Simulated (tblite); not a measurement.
Here is a computed GFN2-xTB geometry (Å):
```
C 
C   1  1.3232
Si  2  1.8819  1  125.00
Si  3  2.3235  2  108.76  1  -112.06
Si  4  2.3310  3  119.58  2   -58.82
Si  5  2.2782  4  124.49  3  -177.63
H   1  1.0789  2  121.45  3    -1.50
H   1  1.0802  2  123.01  3   178.80
H   2  1.0848  1  118.17  3  -178.57
H   3  1.4701  2  107.68  1    14.07
H   3  1.4728  2  107.01  1   128.41
H   4  1.4762  3  109.28  2   177.75
H   4  1.4762  3  110.28  2    65.50
H   5  1.4782  4  107.78  3    57.91
H   5  1.4782  4  107.61  3   -53.48
H   6  1.4682  5  119.98  4    64.41
H   6  1.4681  5  120.14  4   -66.80
```
Z-matrix in Å and degrees, rows numbered from 1.

Doublet state.

(1) Which heavy atoms are bonded, and with what formal order?

(2) Which species is it?

(3) What is the point group of this geometry?

(4) Classify the heavy atoms.

(5) What is the arrangement about C1?

(6) What is the arrangement about Si4?

Results:

(1) C1–C2 (double); C2–Si3 (single); Si3–Si4 (single); Si4–Si5 (single); Si5–Si6 (single). Hydrogens: H7, H8 on C1; H9 on C2; H10, H11 on Si3; H12, H13 on Si4; H14, H15 on Si5; H16, H17 on Si6.

(2) `C=C[SiH2][SiH2][SiH2][SiH2]`, C2H11Si4.

(3) C1 (no symmetry element, even within 0.4 Å).

(4) C1: carbon bonded to C and 2 H; C2: carbon bonded to C, Si and H; Si3: silicon bonded to C, Si and 2 H; Si4: silicon bonded to 2 Si and 2 H; Si5: silicon bonded to 2 Si and 2 H; Si6: silicon bonded to Si and 2 H.

(5) It has 3 neighbours (C2, H7, H8) and is planar (angles 123.0°, 121.4° and 115.5°, sum 360.0°, 0.00 Å off the plane of its three neighbours).

(6) It has 4 neighbours (Si3, Si5, H12, H13) and is distorted tetrahedral (angles from 102.7° to 119.6°).
